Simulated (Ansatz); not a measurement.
Basis-set extrapolation for C2H6OSSi, SMILES `SC1CO[SiH2]1` (PBE0-D4/def2-TZVP geometry, frozen core, the Gaussian-basis code of Ansatz). Multiplicity 1, RHF reference.

```json
{"": "HF", "def2-TZVPP": "-840.645115", "def2-QZVPP": "-840.672939"}
{"": "MP2 correlation", "def2-TZVPP": "-0.867095", "def2-QZVPP": "-0.932295"}
{"": "CCSD(T) correlation", "def2-TZVPP": "-0.953566", "def2-QZVPP": "not run"}
```

Energies in hartree. Use E(X) = E(∞) + A·exp(−7.88·√X) for Hartree–Fock and E(X) = E(∞) + B·X^(−2.97) for correlation, with X = 3 and 4, and add CCSD(T) minus MP2 of the smaller set to the MP2 limit.

Problem. What is the CCSD(T) energy at the basis-set limit?

Solution. HF limit: -840.672939 + (-0.027824) × 0.13774 = -840.67677. MP2 limit: -0.932295 + (-0.065200) × 0.74074 = -0.98059. Higher-order term: -0.953566 − (-0.867095) = -0.08647. Total: -841.74383 hartree, 381.1 kJ/mol below CCSD(T)/def2-TZVPP.
